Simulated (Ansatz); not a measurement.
A search over several starts for the lowest SCF solution of KBi₂ at the given spin, in a small basis.

```yaml
crystal:
  periodic: [false, false, false]
  atoms:
    - {symbol: K, position_ang: [0.964102, 1.895000, 0.095509]}
    - {symbol: Bi, position_ang: [0.646935, -1.477718, -0.859700]}
    - {symbol: Bi, position_ang: [-1.611037, -0.417281, 0.764191]}
basis:
  gaussian: {orbitals: def2-SVP, initial_orbitals: start.molden}
magnetization: {spin_polarized: true, initial_magnetization: 3}
hamiltonian: {xc: pbe0, dispersion: d4}
output: {orbitals: {seedname: orbitals}}
```

The file start.molden holds the orbitals of an earlier run on this structure, at another level or in another basis.

```sh
$ ansatz run in.yaml --threads 4 --pin off --events-out ev --progress --plain --max-ram 3916MiB
```

Output, abridged:

```
Functional definition: PBE0
896 factors; integrals over basis functions are off by at most 1.6e-4 eV
mean field evaluation 1: about -28000.0068 eV, gradient 2.3e1 eV
mean field evaluation 2: about -28000.1490 eV, gradient 3.5e-1 eV
mean field evaluation 4: about -28000.1804 eV, gradient 9.2e-3 eV
mean field evaluation 8: about -28000.1804 eV, gradient 4.6e-5 eV
mean field evaluation 16: about -28000.1798 eV, gradient 2.5e-1 eV
mean field evaluation 32: about -27999.6977 eV, gradient 2.0e0 eV
mean field -28000.18040587 eV, -1028.9876507118 hartree, gradient 2.0e-5 eV, S^2 3.764184; 8 other end points of the search recorded, 0 dependent functions left out
reference -28000.18048543 eV, -1028.9876536356 hartree; 34, 31 occupied and 42, 45 virtual orbitals, 896 factors
Total energy: -28000.26701787 eV, -1028.9908336441 hartree
```

Run time 6.5 s (4 threads of Intel Xeon on a shared host).

Other converged states that the search met: 0.43 eV higher (⟨S²⟩ = 3.76).

In the def2 sets Bi takes a core potential; there is no spin–orbit coupling. At PBE0-D4/def2-TZVP a doublet of charge 0 lies 0.72 eV below the quartet, each at its own geometry. The structure comes from a short search, and lower isomers may exist.
